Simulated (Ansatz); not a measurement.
C2H6BN, SMILES `[BH3-][N+]#CC`, one more setting.

```yaml
crystal:
  periodic: [false, false, false]
  atoms:
    - {symbol: B, position_ang: [-1.047545, 1.302498, -1.229512]}
    - {symbol: N, position_ang: [-0.269852, 0.337689, -0.322211]}
    - {symbol: C, position_ang: [0.308993, -0.379754, 0.352475]}
    - {symbol: C, position_ang: [1.041813, -1.284963, 1.204009]}
    - {symbol: H, position_ang: [-1.755872, 0.604439, -1.921050]}
    - {symbol: H, position_ang: [-1.676272, 2.020412, -0.483470]}
    - {symbol: H, position_ang: [-0.209392, 1.901902, -1.866314]}
    - {symbol: H, position_ang: [2.078954, -1.350323, 0.870418]}
    - {symbol: H, position_ang: [1.020682, -0.924631, 2.234022]}
    - {symbol: H, position_ang: [0.591490, -2.278370, 1.164634]}
basis:
  gaussian: {orbitals: "6-31++G**", point_charges: [{charge: -1.00, position_ang: [6.692, 0.050, -0.054]}]}
hamiltonian: {xc: {name: CAM-B3LYP}}
```

```sh
$ ansatz run in.yaml --threads 2 --pin off --events-out ev --progress --plain --max-ram 32768MiB --backend cpu
```

Output, abridged:

```
Functional definition: CAM-B3LYP
  name "CAM-B3LYP"
  cite "Yanai, Tew & Handy, Chem. Phys. Lett. 393, 51 (2004) doi:10.1016/j.cplett.2004.06.011"
  cite "Iikura, Tsuneda, Yanai & Hirao, J. Chem. Phys. 115, 3540 (2001) doi:10.1063/1.1383587"
  cite "Becke, Phys. Rev. A 38, 3098 (1988) doi:10.1103/PhysRevA.38.3098"
  cite "Lee, Yang & Parr, Phys. Rev. B 37, 785 (1988) doi:10.1103/PhysRevB.37.785"
  cite "Vosko, Wilk & Nusair, Can. J. Phys. 58, 1200 (1980) doi:10.1139/p80-159"
  parameter alpha = 0.19
  parameter beta = 0.46
  parameter omega = 0.33/bohr
  parameter ac = 0.81
  # Exact exchange under (alpha + beta erf(omega r))/r, Becke's under what is left of 1/r.
  exchange = (1 - alpha - beta)*b88_x + beta*b88_x_sr(omega) + alpha*exact_x + beta*exact_x_lr(omega)
  correlation = (1 - ac)*vwn5_c + ac*lyp_c
1133 factors; their error is unknown
344 factors; integrals over basis functions are off by at most 1.8e-5 eV
mean field evaluation 1: about -4329.2404 eV, gradient 5.1e1 eV
mean field evaluation 2: about -4326.6942 eV, gradient 6.5e1 eV
mean field evaluation 4: about -4335.4123 eV, gradient 2.2e0 eV
mean field evaluation 8: about -4335.4220 eV, gradient 2.4e-2 eV
mean field -4335.38952140 eV, -159.3226262789 hartree, gradient 8.5e-5 eV, S^2 0.000000; 0 other end points of the search recorded, 0 dependent functions left out
reference -4335.38969099 eV, -159.3226325111 hartree; 15, 15 occupied and 97, 97 virtual orbitals, 1133 factors
Total energy: -4335.38969099 eV, -159.3226325111 hartree
```

Run time 2.3 s (2 threads of a server CPU on a shared host); peak host memory 0.21 GiB.
